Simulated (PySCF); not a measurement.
# Germanium: a sound run and one with changed settings

Sound run: Ge⁺ [Ar] 3d10 4s2 4p1, Ge²⁺ [Ar] 3d10 4s2. Computed with PySCF 2.14 in def2-TZVP (6s5p4d1f, 48 functions), with no relativity, point nucleus. The sound run starts from symmetry-adapted Hartree-Fock orbitals and uses a fine grid where one is needed.

Changed run: 6 angular points. This setting is unsound on purpose.

```csv
species,method,sound run (hartree),changed run (hartree),converged
Ge⁺,UHF,-2075.04761,-2075.04761,yes
Ge⁺,r2SCAN,-2076.60583,-2080.00419,yes
Ge⁺,BP86,-2076.88709,-2079.53836,yes
Ge²⁺,UHF,-2074.48816,-2074.48816,yes
Ge²⁺,r2SCAN,-2076.01993,-2078.93568,yes
Ge²⁺,BP86,-2076.30324,-2078.30706,yes
```

Ionisation energy of Ge⁺:

```json
{"method": "UHF", "sound run (eV)": "15.224", "changed run (eV)": "15.224"}
```

A coarse angular grid integrates products of high-l functions wrongly, so density functionals can shift, and the SCF can exploit the error; Hartree-Fock and MP2 need no grid.

For comparison, NIST gives 15.935 eV between the lowest levels.
